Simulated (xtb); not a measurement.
xtb input (GFN2-xTB):

```bash
xtb mol.xyz --gfn 2 --ohess tight --chrg 0 --uhf 0
```
mol.xyz:
```
13

C      1.29973628     2.47216979     1.18446444
C      1.44132172     1.38538176     0.56149867
Si     1.56894766    -0.18600147    -0.31967234
Si    -0.33521649    -1.37744233     0.07608572
Si    -2.18825227    -0.06347412    -0.36071305
H      1.19475345     3.39711935     1.69569147
H      1.75761601     0.10458777    -1.82484992
H      2.77896405    -0.89246686     0.08724978
H     -0.38022739    -1.81251349     1.49822341
H     -0.42216618    -2.58233713    -0.76734279
H     -3.49143405    -0.83869568    -0.27476506
H     -2.15386517     0.45609774    -1.76846641
H     -2.24560299     1.09162037     0.55224784
```

End of the output:

```
   ------------------------------------------------------------------------

         :::::::::::::::::::::::::::::::::::::::::::::::::::::
         ::                  THERMODYNAMIC                  ::
         :::::::::::::::::::::::::::::::::::::::::::::::::::::
         :: total free energy         -13.401183955685 Eh   ::
         ::.................................................::
         :: total energy              -13.439894572317 Eh   ::
         :: zero point energy           0.074237763397 Eh   ::
         :: G(RRHO) w/o ZPVE           -0.035527146765 Eh   ::
         :: G(RRHO) contrib.            0.038710616632 Eh   ::
         :::::::::::::::::::::::::::::::::::::::::::::::::::::

optimized geometry written to: xtbopt.xyz

           -------------------------------------------------
          | TOTAL ENERGY              -13.439894572317 Eh   |
          | TOTAL ENTHALPY            -13.354354928385 Eh   |
          | TOTAL FREE ENERGY         -13.401183955685 Eh   |
Note: The following floating-point exceptions are signalling: IEEE_UNDERFLOW_FLAG IEEE_DENORMAL
normal termination of xtb
          | GRADIENT NORM               0.000200412543 Eh/α |
          | HOMO-LUMO GAP               3.800297903049 eV   |
           -------------------------------------------------

------------------------------------------------------------------------
------------------------------------------------------------------------
 total:
 SCF:
 ANC optimizer:
 analytical hessian:
```
